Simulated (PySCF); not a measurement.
Where the electron goes

Species: ZrH2(OMe)2, C2H8O2Zr (singlet state).
Cartesian coordinates in Å at the PBE0-D3(BJ)/def2-SVP level; atoms count from 1:
```xyz
13
C2H8O2Zr angstrom
Zr     1.1123    0.0099    0.7060
H      1.1532    0.0578    2.5778
H      2.8310   -0.0095   -0.0358
O      0.2591    1.6060    0.1163
C     -0.5192    2.6254   -0.4121
H     -0.9602    3.2355    0.3943
H     -1.3430    2.2218   -1.0266
H      0.0904    3.2889   -1.0485
O      0.2563   -1.6123    0.1954
C     -0.5441   -2.6481   -0.2645
H      0.0390   -3.3360   -0.8998
H     -1.3904   -2.2645   -0.8607
H     -0.9540   -3.2269    0.5804
```

Level of theory: TDDFT PBE0/def2-SVPD, vertical, gas phase, core orbitals frozen in the response, def2 core potentials past Kr in PySCF. Spin–orbit coupling is left out.

Frontier orbitals with the atoms that hold most of them (Löwdin shares over 4%, at most four atoms; ? is withheld):

```csv
orbital,ε (eV),atoms
HOMO-3,-8.78,"O9 27%, O4 26%, Zr1 12%, C10 8%"
HOMO-2,-8.65,"O9 31%, O4 30%, C10 9%, C5 9%"
HOMO-1,-7.98,?
HOMO,-7.44,?
LUMO,-1.23,"Zr1 79%, H2 7%, H3 7%"
LUMO+1,-0.42,"Zr1 68%, O4 10%, O9 10%, H2 4%"
LUMO+2,-0.29,"Zr1 67%, O4 6%, O9 6%, H3 6%"
```

**Question.** Give the leading atoms of the HOMO.

**Answer.** Zr1 (bonded to 2 O and 2 H) 43%; H2 (bonded to Zr) 23%; H3 (bonded to Zr) 23%. By element: hydrogen 46% or more, zirconium 43%.

**Question.** Which atoms hold the HOMO-1, and with what shares?

**Answer.** Zr1 (bonded to 2 O and 2 H) 39%; H3 (bonded to Zr) 26%; H2 (bonded to Zr) 26%; O9 (bonded to C and Zr) 4%. By element: hydrogen 52% or more, zirconium 39%, oxygen 4% or more.

**Question.** How does S1 compare with the orbital gap of 6.22 eV?

**Answer.** S1 is at 4.37 eV (f = 0.0005), 1.85 eV below the gap, made of HOMO→LUMO (97%). Without the coupling terms of the response equations the lowest excitation would equal the gap.

**Question.** One configuration dominates each of S1, S2, S3, S5 and S6. Which, and how do the shares of the two leading atoms of either orbital change from the occupied to the empty one?

**Answer.** 
- S1 (4.37 eV, f 0.0005), HOMO→LUMO (97%): Zr1 43% → 79%, H2 23% → 7%; the Löwdin share of zirconium is 43% in HOMO and 79% in LUMO
- S2 (5.24 eV, f 0.043), HOMO-1→LUMO (95%): Zr1 39% → 79%, H3 26% → 7%, H2 26% → 7%; the Löwdin share of zirconium is 39% in HOMO-1 and 79% in LUMO
- S3 (5.34 eV, f 0.0024), HOMO→LUMO+1 (98%): Zr1 43% → 68%, H2 23% → 4%, O4 at most 4% → 10%; the Löwdin share of zirconium is 43% in HOMO and 68% in LUMO+1
- S5 (5.81 eV, f 0.0000), HOMO-1→LUMO+1 (98%): Zr1 39% → 68%, H3 26% → at most 5%, O4 at most 5% → 10%; the Löwdin share of zirconium is 39% in HOMO-1 and 68% in LUMO+1
- S6 (6.09 eV, f 0.0094), HOMO-2→LUMO (77%): O9 31% → at most 4%, O4 30% → at most 4%, Zr1 at most 9% → 79%, H2 at most 9% → 7%; the Löwdin share of zirconium is at most 9% in HOMO-2 and 79% in LUMO (ligand-to-metal charge transfer by this measure)
